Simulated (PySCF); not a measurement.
## TDDFT excited states: GaH6N3

Compound: Ga(NH2)3.
SMILES: `[NH2][Ga]([NH2])[NH2]`

Theory: TDDFT PBE0/def2-SVPD, vertical, gas phase, core orbitals frozen in the response in PySCF. Isolated species at its PBE0-D3(BJ)/def2-SVP geometry, gas phase. The PBE0/def2-SVPD calculation is non-relativistic and has no spin–orbit coupling, an omission that weighs most on gallium.

| state | E (eV) | λ (nm) | ν̃ (cm⁻¹) | f | \|μ\| (D) | main configurations (H = HOMO, L = LUMO) |
| --- | --- | --- | --- | --- | --- | --- |
| S1 | 5.24 | 236.7 | 42240 | 0.0036 | 0.42 | H→L (97%) |
| S2 | 5.26 | 235.7 | 42420 | 0.0047 | 0.48 | H-1→L (97%) |
| S3 | 6.41 | 193.4 | 51720 | 0.180 | 2.72 | H-2→L (88%) |
| S4 | 7.01 | 176.8 | 56570 | 0.020 | 0.87 | H→L+3 (43%), H→L+1 (29%), H-1→L+2 (18%) |
| S5 | 7.03 | 176.3 | 56720 | 0.015 | 0.74 | H→L+2 (50%), H-1→L+3 (21%), H-1→L+1 (19%) |
| S6 | 7.08 | 175.1 | 57100 | 0.017 | 0.80 | H-1→L+2 (56%), H→L+3 (27%), H-2→L (10%) |
| S7 | 7.10 | 174.7 | 57230 | 0.0015 | 0.24 | H-1→L+3 (59%), H→L+2 (32%) |
| S8 | 7.18 | 172.7 | 57920 | 0.085 | 1.76 | H→L+1 (65%), H→L+3 (14%), H-1→L+2 (11%) |
| S9 | 7.19 | 172.4 | 58000 | 0.089 | 1.81 | H-1→L+1 (74%), H-1→L+3 (8%) |
| S10 | 7.70 | 161.0 | 62110 | 0.0019 | 0.26 | H→L+4 (72%), H-2→L+3 (9%) |
| S11 | 7.71 | 160.8 | 62190 | 0.0014 | 0.22 | H-1→L+4 (65%), H-2→L+2 (10%) |
| S12 | 7.82 | 158.6 | 63050 | 0.0004 | 0.12 | H→L+5 (74%) |
| S13 | 7.83 | 158.3 | 63180 | 0.0012 | 0.20 | H→L+6 (38%), H-1→L+5 (27%), H→L+4 (10%) |
| S14 | 7.84 | 158.1 | 63250 | 0.0006 | 0.14 | H-1→L+6 (64%), H-1→L+4 (12%) |

Triplets (Tamm–Dancoff): T1 4.93 eV, H→L (92%); T2 4.94 eV, H-1→L (92%); T3 5.82 eV, H-2→L (74%), H→L+3 (11%), H-1→L+2 (10%); T4 6.16 eV, H→L+1 (95%).

The lowest singlet lies at 5.24 eV (237 nm, ultraviolet) and is very weak; its leading configuration is HOMO→LUMO (97%). The most intense listed level is S3 at 6.41 eV (193 nm, f = 0.180), 1.17 eV above S1. S13/S14 lie within about 0.01 eV of each other. Löwdin shares by element: HOMO (one of a set within 0.03 eV) nitrogen 76%, gallium 8% (atoms not listed hold the other 16%); LUMO gallium 60%, nitrogen 16% (atoms not listed hold the other 24%). The listed states span 2.60 eV, and the widest gap between neighbours is 1.15 eV (S2 to S3). The oscillator strengths of these states sum to 0.421; summed over the whole spectrum of an exact calculation they would give the number of electrons, 58 (Thomas–Reiche–Kuhn). Of the 14 states listed, 6 reach f = 0.01 and 1 stays under 0.0005. Orbitals of the list HOMO-3 to LUMO+2 that lie within 0.01 eV of each other are written together with a slash and their weights summed (≥ marks a lower bound); for degenerate orbitals outside that list single weights are arbitrary. Only the lowest 15 singlets were computed, as vertical energies without vibronic structure. The highest level found (8.10 eV, f 0.013 so far) is left out, since the window may have cut off a degenerate partner.
